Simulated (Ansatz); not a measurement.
Cl3Si (SMILES Cl[Si](Cl)Cl), doublet, at a GFN2-xTB geometry; Ansatz (a quantum-chemistry and plane-wave program) with HF/6-311G**.

The Ansatz input:
Ansatz 0.2 input:
```yaml
crystal:
  periodic: [false, false, false]
  atoms:
    - {symbol: Si, position_ang: [0.30534902, 0.30108305, 0.30322167]}
    - {symbol: Cl, position_ang: [-0.85134863, -0.87589088, 1.47732074]}
    - {symbol: Cl, position_ang: [1.47133362, -0.85554212, -0.88186222]}
    - {symbol: Cl, position_ang: [-0.87144888, 1.48348225, -0.84517049]}
basis:
  gaussian:
    orbitals: 6-311G__.json
    occupation: {up: {"A'": 21, "A''": 12}, down: {"A'": 20, "A''": 12}}
hamiltonian:
  xc: hf
magnetization: {spin_polarized: true, initial_magnetization: 1}
```
The basis file holds 6-311G** in the JSON format of the Basis Set Exchange.

Write the output that Ansatz gives for this input, abridged.


```
Functional definition: HF
the irreps are read with x along [1.000, 0.004, -0.004], y along [0.000, -0.702, -0.713] and z along [-0.006, 0.713, -0.702] of the geometry given
831 factors; integrals over basis functions are off by at most 6.1e-4 eV
mean field evaluation 1: about -45375.1004 eV, gradient 1.4e1 eV
mean field evaluation 2: about -45376.7576 eV, gradient 9.6e-1 eV
mean field evaluation 4: about -45376.8059 eV, gradient 1.5e-1 eV
mean field evaluation 8: about -45376.8061 eV, gradient 4.3e-6 eV
mean field -45376.80605584 eV, -1667.5668650482 hartree, gradient 4.3e-6 eV, S^2 0.753914; 0 other end points of the search recorded, 0 dependent functions left out
reference -45376.80605584 eV, -1667.5668650482 hartree; 33, 32 occupied and 75, 76 virtual orbitals, 831 factors
Total energy: -45376.80605584 eV, -1667.5668650482 hartree
```
